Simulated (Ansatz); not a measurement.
Input file for Ansatz (a program for electronic structure): U-B2PLYP/def2-TZVPP on O2 (SMILES O=O).

Ansatz 0.2 input:
```yaml
crystal:
  periodic: [false, false, false]
  atoms:
    - {symbol: O, position_ang: [0.00000000, -0.00000000, -0.60213195]}
    - {symbol: O, position_ang: [-0.00000000, 0.00000000, 0.60213195]}
basis:
  gaussian:
    orbitals: def2-TZVPP
hamiltonian:
  xc: {name: B2PLYP}
magnetization: {spin_polarized: true, initial_magnetization: 2}
correlation: {electrons: outside_noble_gas}
```

Program output:

```
WARN ansatz: RAYON_NUM_THREADS=4 ignored (pool sized by the plan → 4); use --threads N
Functional definition: B2PLYP
integrals: 0.02 GiB planned
415 factors; integrals over basis functions are off by at most 1.1e-3 eV
mean field: 0.16 GiB planned
mean field evaluation 1: about -4085.5539 eV, gradient 1.1e1 eV
mean field evaluation 2: about -4085.5564 eV, gradient 1.1e1 eV
mean field evaluation 4: about -4085.9298 eV, gradient 7.2e-1 eV
mean field evaluation 8: about -4085.9328 eV, gradient 3.3e-3 eV
mean field evaluation 16: about -4085.9328 eV, gradient 8.7e-6 eV
mean field -4085.93280700 eV, -150.1552611125 hartree, gradient 8.7e-6 eV, S^2 2.020153; 0 other end points of the search recorded, 0 dependent functions left out
2 core orbitals not correlated
reference -4085.93288792 eV, -150.1552640862 hartree; 7, 5 occupied and 53, 55 virtual orbitals, 415 factors
second order -14.45459016 eV of doubles, -0.00000000 eV of singles
Total energy: -4089.83562726 eV, -150.2986871117 hartree
```

The run converged.

Cost: roughly 0.6 core-seconds.
